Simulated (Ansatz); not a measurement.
Geometry optimisation, Ansatz 0.2.0, RKS PBE-D4/def2-SVP.

Input:

```yaml
crystal:
  periodic: [false, false, false]
  atoms:
    - { symbol: W, position_ang: [0.0, 0.0, 0.0] }
    - { symbol: O, position_ang: [0.0, 0.0, 2.29] }
    - { symbol: H, position_ang: [-0.9095, -0.2814, 2.6271] }
    - { symbol: O, position_ang: [1.94, 0.0, 0.0] }
    - { symbol: H, position_ang: [2.2771, -0.9519, -0.0197] }
    - { symbol: F, position_ang: [0.0, 1.85, 0.0] }
    - { symbol: F, position_ang: [-1.85, 0.0, 0.0] }
    - { symbol: F, position_ang: [0.0, -1.85, 0.0] }
    - { symbol: H, position_ang: [0.0, 0.0, -1.72] }
    - { symbol: Cl, position_ang: [1.7678, 1.8416, 0.8482] }
    - { symbol: H, position_ang: [0.9192, 0.9576, 2.0562] }
basis:
  gaussian: { orbitals: def2-SVP }
hamiltonian:
  xc: pbe
  dispersion: d4
relax:
  f_tol: 0.15
  max_steps: 25
  restrain:
    - { distance: [0, 9], at: 3.59, k: 30.0 }
    - { distance: [10, 1], at: 2.21, k: 30.0 }
    - { distance: [0, 1], at: 1.94, k: 30.0 }
    - { distance: [10, 9], at: 1.37, k: 30.0 }
```

Command:

```bash
$ ansatz run input.yaml --threads 4 --pin off --max-ram 5120MiB --backend cpu --events-out ev --progress --plain --runs-dir out
```

**Question.** Where does it end, and by what steps?

**Answer.** The run converged. The restraints hold the end off the free minimum; the threshold counts their pulls, which the force column leaves out. Restrained pairs: W1–Cl10 (2.69 → 3.59 Å), O2–H11 (1.35 → 2.21 Å), W1–O2 (2.29 → 1.93 Å), Cl10–H11 (1.72 → 1.34 Å). After 12 steps the energy has fallen by 6.544 eV (the restraints' own energy left out); Cl10 moved furthest, 1.28 Å.

| step | energy less start (eV) | largest force component (eV/Å) | accepted |
| --- | --- | --- | --- |
| 0 | 0.0000 | 7.803 | yes |
| 1 | -2.0672 | 5.953 | yes |
| 2 | -3.6055 | 5.278 | yes |
| 3 | -4.8821 | 4.393 | yes |
| 4 | -5.7155 | 1.759 | yes |
| 5 | -6.0980 | 0.933 | yes |
| 6 | -6.3549 | 0.796 | yes |
| 7 | -6.4186 | 0.803 | yes |
| 8 | -6.4670 | 0.900 | yes |
| 9 | -6.5148 | 0.724 | yes |
| 10 | -6.5120 | 0.584 | no |
| 11 | -6.5408 | 0.629 | yes |
| 12 | -6.5444 | 0.644 | yes |

```xyz
11
Properties=species:S:1:pos:R:3
W 0.062 -0.064 0.078
O -0.309 0.157 1.963
H -1.214 -0.020 2.289
O 1.826 -0.190 -0.501
H 2.425 -0.847 -0.900
F -0.049 1.693 -0.528
F -1.857 -0.171 0.101
F 0.154 -1.939 0.306
H -0.423 -0.546 -1.499
Cl 2.259 2.012 2.021
H 1.270 1.482 2.750
```

The run took 34 s on 4 threads of Arm Neoverse V2, on a shared host, peak memory 0.23 GiB.
